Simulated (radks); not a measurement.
Li2+, 1 electrons, occupied as 1s1.

Method: Dirac Kohn-Sham, Slater X-alpha with alpha = 0.751, spin-unpolarised, spherical densities, point nucleus; computed with a radial shooting solver on a logarithmic mesh with Libxc functionals.

Energy parts (eV):
total: -116.613
kinetic: 116.641
electron-nucleus: -239.011
Hartree: 24.765
exchange: -19.008

Orbitals (lengths in bohr, moments of r in powers of bohr):
| orbital | occ. | eigenvalue (eV) | <r^4> | <r> |
|---|---|---|---|---|
| 1s1/2 | 1 | -98.1845 | 0.3282 | 0.5165 |

The highest occupied level is 1s1/2 at -98.184 eV. Summed over all electrons, <r^2> = 0.3582 bohr^2, which gives a Langevin (diamagnetic) susceptibility term of -0.284 x 10^-6 cm^3/mol.
